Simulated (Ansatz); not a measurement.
Molecule: C2HF3O2, net charge 0, singlet state. 
Structure (B3LYP-D3(BJ)/def2-TZVP (Ansatz, a program for electronic structure) minimum search):
```xyz
8

O      1.5738    -0.8797     0.3925
C      0.9301     0.2182    -0.0117
O      1.4257     1.2579    -0.3227
C     -0.5979    -0.0420    -0.0249
F     -1.0263    -0.3704     1.2030
F     -1.2494     1.0441    -0.4257
F     -0.8926    -1.0508    -0.8583
H      2.5259    -0.6890     0.3912
```
Charge 0, spin multiplicity 1.

Total electronic energies in hartree. Valence correlation only, unless marked. No spin-orbit coupling. Non-relativistic. Basis-set limits of correlation are two-point, X^-3; Hartree-Fock from the larger set. The bracket is a focal-point correction in the basis named.

```csv
level,program,energy (Eh)
RI-HF/aug-cc-pVQZ,Ansatz,-524.62112
RI-HF/cc-pVQZ,Ansatz,-524.61918
PBE0-D3(BJ)/def2-TZVP,Ansatz + dftd3,-526.51343
LC-wPBE-D4/def2-TZVPD,Ansatz + dftd4,-526.74477
wB97X/def2-TZVPD,Ansatz,-526.91869
B2GP-PLYP-D4/def2-TZVPD,Ansatz + dftd4,-526.64276
MP2/cc-pwCVTZ,Ansatz,-526.13710
CCSD/6-31G,Ansatz,-524.94216
"RI-MP2/CBS(cc-pVTZ,cc-pVQZ)+[CCSD(T)-MP2]/cc-pVTZ",Ansatz,-526.4171
```

Totals of different functionals don't rank their quality; only differences between species are comparable.
